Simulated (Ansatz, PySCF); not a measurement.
In(Et)(OH)(NH2) (C2H8InNO), SMILES C[CH2][In]([NH2])[OH]. Atoms are numbered in the order given.

```xyz
13

In     0.0453     0.0203     0.3050
C      0.6094    -0.9073    -1.5812
C     -0.1048    -0.2956    -2.7880
H      0.4121    -1.9871    -1.4920
H      1.7025    -0.7912    -1.6607
H      0.0795     0.7868    -2.8686
H     -1.1965    -0.4313    -2.7304
H      0.2345    -0.7621    -3.7298
O     -0.7625     1.8677     0.1264
H     -1.0771     2.2301     0.9654
N      0.0060    -0.6892     2.2295
H      0.0181    -0.0052     2.9844
H      0.6446    -1.4459     2.4679
```

Geometry: B3LYP-D3(BJ)/def2-SVP. The def2 effective core potentials stand for the cores of In; spin–orbit coupling is left out. The values are those of a single conformer.

Two levels are set side by side: PBE-D3(BJ)/def2-SVP (Ansatz, a program for electronic structure) and B3LYP-D3(BJ)/def2-SVP (Ansatz). Each level has its own optimised geometry; the coordinates shown are those of the second. Frequencies come from the Hessian of PySCF at each geometry. Differences are taken from unrounded values.

| quantity | B3LYP-D3(BJ) | PBE-D3(BJ) | PBE-D3(BJ) minus B3LYP-D3(BJ) |
|---|---|---|---|
| mean bond length (Å) | 1.358 | 1.367 | 0.009 |
| bond In1–C2 (Å) | 2.176 | 2.181 | 0.004 |
| bond In1–O9 (Å) | 2.024 | 2.041 | 0.016 |
| bond In1–N11 (Å) | 2.052 | 2.071 | 0.020 |
| bond C2–C3 (Å) | 1.530 | 1.529 | 0.000 |
| bond C2–H4 (Å) | 1.101 | 1.110 | 0.009 |
| bond C2–H5 (Å) | 1.102 | 1.109 | 0.007 |
| bond C3–H6 (Å) | 1.101 | 1.109 | 0.008 |
| bond C3–H7 (Å) | 1.102 | 1.108 | 0.007 |
| bond C3–H8 (Å) | 1.104 | 1.112 | 0.008 |
| bond O9–H10 (Å) | 0.967 | 0.976 | 0.009 |
| bond N11–H12 (Å) | 1.019 | 1.028 | 0.010 |
| bond N11–H13 (Å) | 1.018 | 1.028 | 0.010 |
| highest harmonic wavenumber (cm⁻¹) | 3831 | 3717 | -114 |
| mean harmonic wavenumber (cm⁻¹) | 1348 | 1316 | -32 |
| zero-point energy (kcal/mol) | 63.57 | 62.08 | -1.50 |

GGA bonds tend to be longer and softer than those of functionals with exact exchange. Differences between two approximate levels are no errors against the true value.
